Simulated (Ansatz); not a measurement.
Sn(vinyl)2(NHMe)2 (C₆H₁₄N₂Sn). Charge 0, multiplicity 1. Geometry r2SCAN-D4/def2-SVP, basis def2-TZVP, Ansatz.

```xyz
23

Sn   -0.4637    0.0980    0.0245
C    -1.1476    1.7620    1.1772
C    -1.0675    3.0056    0.6856
H    -1.5642    1.5999    2.1808
H    -0.6603    3.2016   -0.3148
H    -1.4072    3.8795    1.2580
C    -1.8733   -1.1234   -1.0177
C    -2.2539   -2.3031   -0.5098
H    -2.2881   -0.7853   -1.9772
H    -1.8588   -2.6701    0.4463
H    -2.9732   -2.9531   -1.0265
N     0.4144   -1.2068    1.3499
C     1.2771   -2.2727    0.8744
H     0.8022   -0.7465    2.1724
H     1.3997   -3.0581    1.6443
H     0.8157   -2.7642    0.0007
H     2.2974   -1.9587    0.5652
N     0.7278    0.9652   -1.4102
C     1.9904    1.5820   -1.0468
H     0.8119    0.4052   -2.2576
H     2.3413    2.2672   -1.8417
H     1.8571    2.1993   -0.1418
H     2.8227    0.8765   -0.8352
```

```json
{"run": "A", "HOMO (eV)": "-4.97", "LUMO (eV)": "-1.36"}
{"run": "B", "HOMO (eV)": "-4.87", "LUMO (eV)": "-1.79"}
{"run": "C", "HOMO (eV)": "-5.64", "LUMO (eV)": "-0.98"}
{"run": "D", "HOMO (eV)": "-6.04", "LUMO (eV)": "-0.60"}
{"run": "E", "HOMO (eV)": "-4.72", "LUMO (eV)": "-1.54"}
```

In the def2 sets Sn takes a core potential; there is no spin–orbit coupling. HSE06 is defined as in plane-wave codes, on full-range PBE exchange.

Problem. The runs used HSE06, LDA (SPW92), PBE, PBE0, r2SCAN. Estimate which is which.

Solution. A r2SCAN (0 % exact exchange); B LDA (SPW92) (0 % exact exchange); C HSE06 (range-separated); D PBE0 (25 % exact exchange); E PBE (0 % exact exchange). Exact exchange lowers occupied and raises empty levels; among semilocal functionals meta-GGAs tend to open the gap a little, and such runs are hard to tell apart. The gap grows from 3.08 eV (LDA (SPW92)) to 5.44 eV (PBE0).
